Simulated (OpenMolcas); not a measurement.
A calculation on neutral promethium.

| Quantity | Value |
| --- | --- |
| Program | OpenMolcas 26.06 |
| Method | CASSCF |
| Basis | ANO-RCC-VQZP [9s8p6d4f3g2h] |
| Scalar Hamiltonian | DKH2, point nucleus |
| Active space | 5 electrons in 7 orbitals (4f) |
| State averaging | 2S+1 = 6 odd, 21 roots; 2S+1 = 4 odd, 224 roots (128 in the spin-orbit step); 2S+1 = 2 odd, 130 roots kept (CI in the orbitals of an earlier block) |
| Spin-orbit coupling | RASSI with atomic mean-field integrals over the reference wave functions, term energies averaged over their components |

(1) Which level of the active space comes out lowest?

(2) How high does 4f⁵ 6s² ⁶F°_5/2 lie?

(3) How high does 4f⁵ 6s² ⁶H°_15/2 lie?

(4) How high does 4f⁵ 6s² ⁶H°_9/2 lie?

Measured values: NIST Handbook of Basic Atomic Spectroscopic Data.

Results:

(1) 4f⁵ 6s² ⁶H°_5/2, with 98 % of that term; it is also the measured ground level.

(2) 7722 cm⁻¹ above the lowest level.

(3) 5480 cm⁻¹ above the lowest level; measured 5090 cm⁻¹ above the ground level, so the calculation is off by +8 %.

(4) 1835 cm⁻¹ above the lowest level; measured 1749 cm⁻¹ above the ground level, so the calculation is off by +5 %.

High states are left out of the spin-orbit mixing, which shifts the levels that they would mix with. Without dynamic correlation excited terms often stand tens of per cent too high (terms of higher spin than the ground term too low), and those without a measured partner can miss by more than the paired ones. With the s shell closed, the reference lacks s² → p² mixing. Measured partners are found by configuration, term and J. A level has none where our copy of the source lacks it or the pairing is in doubt (some pairs that miss far off the trend of their configuration count as doubtful), and it then counts in no deviation. Levels of configurations outside the active space are missing.

° marks odd parity.
